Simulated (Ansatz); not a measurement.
`[F][Ge]([F])([F])[Br]` → `FBr` + `[F][Ge][F]` at 500 K and 1 bar (germylene formation by 1,1-elimination).

Calculated with Ansatz (gas phase, PBE0-D4/def2-TZVP geometries, no zero-point term in ΔE). CCSD(T)/CBS adds triple-zeta CCSD(T) − MP2 to the extrapolated MP2 energy (def2 sets, frozen cores). For Br, Ge outer-core shells are correlated without core-valence functions, which leaves a few kJ/mol of doubt a bond. Scalar relativity is left out up to krypton.

```json
{"species": "`[F][Ge]([F])([F])[Br]`", "CCSD(T)/CBS energy (Eh)": "-4948.96178", "H − E (kJ/mol)": "59.7", "S (J/(mol·K))": "386.2"}
{"species": "`FBr`", "CCSD(T)/CBS energy (Eh)": "-2673.03720", "H − E (kJ/mol)": "20.0", "S (J/(mol·K))": "246.2"}
{"species": "`[F][Ge][F]`", "CCSD(T)/CBS energy (Eh)": "-2275.77030", "H − E (kJ/mol)": "31.8", "S (J/(mol·K))": "297.3"}
```

H − E and S are ideal-gas, rigid-rotor, harmonic terms from PBE0-D4/def2-TZVP. 1 Eh = 2625.50 kJ/mol, R = 8.31446 J/(mol·K).

By hand: ΔE, ΔH, ΔS and ΔG.

ΔE = (-2673.03720) + (-2275.77030) − (-4948.96178) = 0.15428 Eh = 405.1 kJ/mol. Δ(H − E) = 20.0 + 31.8 − 59.7 = -7.9, so ΔH = 397.2 kJ/mol. ΔS = 246.2 + 297.3 − 386.2 = 157.3 J/(mol·K). ΔG = 397.2 − 500 × (157.3)/1000 = 318.5 kJ/mol.

By hand: the equilibrium constant, and the temperature at which ΔG would vanish if ΔH and ΔS stayed fixed.

log₁₀ K = −ΔG/(RT ln 10) = -33.3. ΔG = 0 at ΔH/ΔS = 2525 K, far beyond where these terms or the molecules hold.

The number of gas molecules changes by +1, which sets the sign of ΔS. A doubt of 5 kJ/mol in ΔE shifts log₁₀ K by 0.5 here. These are equilibria of isolated gas molecules and say nothing of rates. Largest T1 diagnostic: 0.015 (customary marks: 0.02 for closed shells, 0.045 for open ones).
